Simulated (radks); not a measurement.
The table gives one normalised radial function P(r) = r R(r) (large component) of Lu69+ in [He] (r in bohr). Calculated with a radial shooting solver on a logarithmic mesh with Libxc functionals: Dirac Kohn-Sham, exchange-only PBE, spin-unpolarised, spherical densities, finite nucleus; Fermi nuclear charge, rms radius 5.37 fm.

r           P
0.0007065  1.2149
0.0008225  1.3726
0.0009499  1.5390
0.001106   1.7337
0.001287   1.9495
0.001487   2.1744
0.001731   2.4340
0.001999   2.7014
0.002327   3.0060
0.002709   3.3320
0.003129   3.6585
0.003642   4.0177
0.00424    4.3859
0.004897   4.7354
0.005701   5.0945
0.006637   5.4300
0.007665   5.7110
0.008923   5.9501
0.01031    6.1035
0.012      6.1677
0.01397    6.1118
0.01613    5.9338
0.01878    5.6060
0.02186    5.1368
0.02525    4.5764
0.02939    3.8920
0.03421    3.1555
0.03951    2.4579
0.046      1.7734
0.05312    1.2152
0.06185    0.7495
0.072      0.4180

Which n and l does it have? It may be an empty orbital.

Answer. n = 1, l = 0: the number of nodes gives n - l - 1 = 0, the rise at small r points to l (this Dirac orbital starts outside the nucleus as r^gamma with gamma = sqrt((l + 1)^2 - (Z/c)^2) = 0.86; the j = 1/2 orbital of l + 1 starts with the same power, but with a smaller coefficient, and then steepens), and the extent must fit the shell. The curve is that of 1s1/2. 1s1/2: eigenvalue -72070 eV, 0 radial nodes, <r> = 0.0192 bohr, 90 % of the charge inside 0.0349 bohr.
